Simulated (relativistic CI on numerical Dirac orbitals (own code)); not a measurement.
Ligand-field terms of d4

Computed with a parametric ligand-field model of a d^n configuration (Racah B and C, spin-orbit zeta, crystal field), exact diagonalisation.

Field parameters in Wybourne normalisation: Oh B⁴₀ = 21Dq, B⁴₄ = √(5/14) B⁴₀. The field is a parameter set, without covalency.

B = 460 cm⁻¹, C = 1860 cm⁻¹ (C/B = 4.04), Oh, no spin-orbit coupling. Tanabe-Sugano data, E/B above the lowest term (Δ = |10Dq|; b, c mark the second and third term of a kind):

| Δ/B | 5E | 5T2 | 3T1 | 3E | 3T2 | 1T2 | 1E | 1A1 |
| --- | --- | --- | --- | --- | --- | --- | --- | --- |
| 1.0 | 0.00 | 1.00 | 20.07 | 20.35 | 20.95 | 30.14 | 30.06 | 31.15 |
| 5.0 | 0.00 | 5.00 | 17.72 | 20.76 | 22.40 | 28.07 | 28.35 | 31.57 |
| 9.0 | 0.00 | 9.00 | 14.42 | 20.95 | 22.82 | 25.06 | 25.87 | 30.60 |
| 13.0 | 0.00 | 13.00 | 10.86 | 21.05 | 23.02 | 21.76 | 22.91 | 29.08 |
| 17.0 | 0.00 | 17.00 | 7.17 | 21.12 | 23.14 | 18.31 | 19.64 | 27.19 |
| 21.0 | 0.00 | 21.00 | 3.40 | 21.16 | 23.22 | 14.75 | 16.17 | 25.00 |
| 25.0 | 0.41 | 25.41 | 0.00 | 21.61 | 23.69 | 11.52 | 12.99 | 22.96 |
| 29.0 | 4.26 | 33.26 | 0.00 | 25.48 | 27.58 | 11.68 | 13.15 | 24.14 |
| 33.0 | 8.14 | 41.14 | 0.00 | 29.38 | 31.49 | 11.82 | 13.27 | 25.14 |
| 37.0 | 12.03 | 49.03 | 0.00 | 33.29 | 35.42 | 11.95 | 13.37 | 26.01 |
| 41.0 | 15.94 | 56.94 | 0.00 | 37.21 | 39.35 | 12.06 | 13.45 | 26.76 |
| 45.0 | 19.86 | 64.86 | 0.00 | 41.15 | 43.29 | 12.17 | 13.51 | 27.40 |

The ground term changes from 5E to 3T1 between Δ/B = 21.0 and 25.0.
